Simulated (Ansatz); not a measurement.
Compare A (`F/C(=C/Cl)C[SiH3]`) with its isomer B (`C=CC[SiH](F)Cl`).

Computed with Ansatz on PBE0-D4/def2-TZVP structures; ΔE is electronic, products minus reactants. CCSD(T)/CBS is the MP2 limit (def2-TZVPP, def2-QZVPP) plus CCSD(T) − MP2 in def2-TZVPP, frozen cores. Functionals use def2-TZVPP. B3LYP here is the variant with VWN-RPA as its local correlation; programs differ in this. Each species was taken in one conformer, which may not be the lowest.

**Question.** Which isomer does CCSD(T)/CBS put lower? Give the gap. (An estimate is asked.)

**Answer.** Computed: B, by 91.0 kcal/mol.

**Question.** Give E(B) − E(A) in kcal/mol with PBE0-D4, CCSD(T)/def2-TZVPP, r2SCAN-D4, PBE-D4, B3LYP, B2PLYP, HF/def2-TZVPP. (Estimate.)

**Answer.** Ansatz gave: PBE0-D4 -85.4, CCSD(T)/def2-TZVPP -89.0, r2SCAN-D4 -87.4, PBE-D4 -82.2, B3LYP -87.0, B2PLYP -89.3, HF/def2-TZVPP -93.2. None reverses the order clearly.

Largest T1 diagnostic: 0.012.

In def2-TZVPP, CCSD(T) changes the Hartree–Fock value by +4.1 kcal/mol (the triples alone add +1.1 kcal/mol) and MP2 by +1.0 kcal/mol. From PBE to PBE0 (25 % exact exchange), in def2-TZVPP and without D4, E(B) − E(A) moves by −3.2 kcal/mol.
